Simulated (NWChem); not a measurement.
# Total energies of AgI

```
Ag
I 1 2.5850
```
Charge 0, spin multiplicity 1.

Program: NWChem. The geometry was optimised at PBE/def2-SVP with def2 effective core potentials on Ag, I, a minimum by its harmonic frequencies.

Basis set: def2-TZVP (90 functions).

```tsv
method	total energy (Ha)
RHF	-442.83954
MP2	-443.62832
B2PLYP	-444.38124
PBE	-444.74496
B3LYP	-444.89524
LDA (SVWN5)	-444.08368
CCSD(T)	-443.60076
```

Total energies of different functionals aren't comparable as a measure of quality: only differences taken within one method are. 

Effective core potentials replace the inner electrons of Ag, I; spin-orbit coupling is left out. The correlated methods keep 8 core orbitals frozen. B3LYP has NWChem's definition, with VWN1-RPA local correlation. The structure started from a generated list of species. Coupled-cluster values serve here as a point of comparison, not as the truth.
